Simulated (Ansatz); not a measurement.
`[CH3][Ta]([CH3])([CH3])=[NH]`, 15 atoms. Charge 0, multiplicity 1. Correlated methods include outer-core shells of Ta, which these sets cover unevenly. Ta: def2 effective core potential. All runs use 4 threads of an Arm Neoverse V1 on a shared host. Correlated methods freeze the cores.

**Question.** Give the basis size and wall time and peak host memory of each of these runs in Ansatz. RKS PBE0-D4/def2-TZVP frequencies; RHF-MP2/def2-QZVPP energy; RKS PBE-D4/def2-TZVPP energy and forces; RKS PBE0-D4/def2-QZVPP energy; RKS PBE0-D4/def2-SVP energy; direct RPA on PBE orbitals/def2-TZVPP energy; RHF-MP2/def2-TZVPP energy; RKS ωB97X-V/def2-TZVPP energy; RKS ωB97M-V/def2-QZVPP energy; RKS PBE-QIDH (frozen core)/def2-TZVPP energy; RHF-CCSD(T)/def2-SVP energy; RKS PBE0-D4/def2-TZVP relaxation (7 steps). (Best estimate.)

**Answer.** Ansatz gave: Other jobs shared the machine, so times are rough.

```tsv
level	job	functions	wall time	peak host memory (GiB)
RKS PBE0-D4/def2-SVP	energy	138	2 s	0.62
RKS PBE-D4/def2-TZVPP	energy and forces	320	4.9 s	0.46
RHF-MP2/def2-TZVPP	energy	320	7.5 s	0.98
RKS PBE-QIDH (frozen core)/def2-TZVPP	energy	320	13 s	1
direct RPA on PBE orbitals/def2-TZVPP	energy	320	15 s	1.1
RKS PBE0-D4/def2-QZVPP	energy	609	16 s	2.5
RKS ωB97X-V/def2-TZVPP	energy	320	16 s	1.1
RHF-CCSD(T)/def2-SVP	energy	138	37 s	1.2
RKS ωB97M-V/def2-QZVPP	energy	609	38 s	3.1
RKS PBE0-D4/def2-TZVP	relaxation (7 steps)	224	42 s	0.67
RHF-MP2/def2-QZVPP	energy	609	51 s	5
RKS PBE0-D4/def2-TZVP	frequencies	224	5.8 min	0.78
```
